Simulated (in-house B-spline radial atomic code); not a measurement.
Orbital energies and mean radii along the 4-electron series, configuration [He] 2s2. The effective charge is n√(-2ε), a non-relativistic measure. Computed with a radial B-spline atomic code at the basis-set limit: non-relativistic Hartree-Fock, average of the configuration, point nuclei.

This level leaves out relativity, spin-orbit splitting included, which matters for heavy ions.

```tsv
ion	Z	energy of 2s (Eh)	mean radius of 2s (bohr)	energy of 1s (Eh)	mean radius of 1s (bohr)	effective charge of 2s
Sb47+	51	-297.63	0.12127	-1249.09	0.029645	48.796
Te48+	52	-309.96	0.11886	-1299.56	0.029071	49.796
I49+	53	-322.53	0.11655	-1351.04	0.028518	50.796
Xe50+	54	-335.36	0.11433	-1403.52	0.027986	51.797
Cs51+	55	-348.44	0.11219	-1457	0.027473	52.797
Ba52+	56	-361.76	0.11013	-1511.47	0.026979	53.797
La53+	57	-375.34	0.10815	-1566.95	0.026503	54.797
Ce54+	58	-389.17	0.10623	-1623.43	0.026042	55.797
Pr55+	59	-403.24	0.10439	-1680.9	0.025598	56.797
Nd56+	60	-417.57	0.1026	-1739.38	0.025168	57.798
Pm57+	61	-432.15	0.10087	-1798.86	0.024753	58.798
Sm58+	62	-446.97	0.099207	-1859.34	0.024351	59.798
Eu59+	63	-462.05	0.097593	-1920.81	0.023962	60.798
Gd60+	64	-477.38	0.096031	-1983.29	0.023586	61.798
Tb61+	65	-492.95	0.094518	-2046.77	0.02322	62.798
Dy62+	66	-508.78	0.093052	-2111.24	0.022866	63.799
Ho63+	67	-524.86	0.091631	-2176.72	0.022523	64.799
Er64+	68	-541.19	0.090252	-2243.2	0.02219	65.799
Tm65+	69	-557.76	0.088915	-2310.68	0.021866	66.799
Yb66+	70	-574.59	0.087616	-2379.15	0.021552	67.799
Lu67+	71	-591.67	0.086355	-2448.63	0.021247	68.799
```

Question: How does the screening of 2s change?

Answer: Z less the effective charge goes from 2.20 at Z = 51 to 2.20 at Z = 71.
